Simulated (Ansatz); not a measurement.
A series at Zr: from zirconium tetrachloride, ligands are replaced one by one, each step taking up H₂S and setting free HCl; n counts the steps. Ansatz, PBE0-D4/def2-TZVP geometries. Each molecule was computed in one conformer, which needn't be the lowest.

```tsv
n	molecule	zero-point energy, PBE0-D4/def2-TZVP (kJ/mol)
0	`[Cl][Zr]([Cl])([Cl])[Cl]`	13.1
1	`[SH][Zr]([Cl])([Cl])[Cl]`	?
2	`[SH][Zr]([SH])([Cl])[Cl]`	52.1
3	`[SH][Zr]([SH])([SH])[Cl]`	71.9
4	`[SH][Zr]([SH])([SH])[SH]`	91.1
```

By hand: fit a straight line y = ȳ + b (n − n̄) to the 4 given rows and predict n = 1.

n̄ = 2.250, ȳ = 57.05; Σ(n − n̄)(y − ȳ) = 170.85, Σ(n − n̄)² = 8.750, so b = 19.53 kJ/mol a step. Prediction: 57.05 + (19.53) × (-1.250) = 32.6 kJ/mol.

By hand: compare with the computed value, 32.2 kJ/mol, and give the steps along the whole series.

The line misses by -0.4 kJ/mol (computed minus predicted). Steps: 19.1, 19.9, 19.8, 19.2 kJ/mol.

The steps differ by at most 0.8 kJ/mol, 4.1 % of a mean step, so the ligands' effects nearly add and a line is close. The miss is 0.5 % of the series' range.
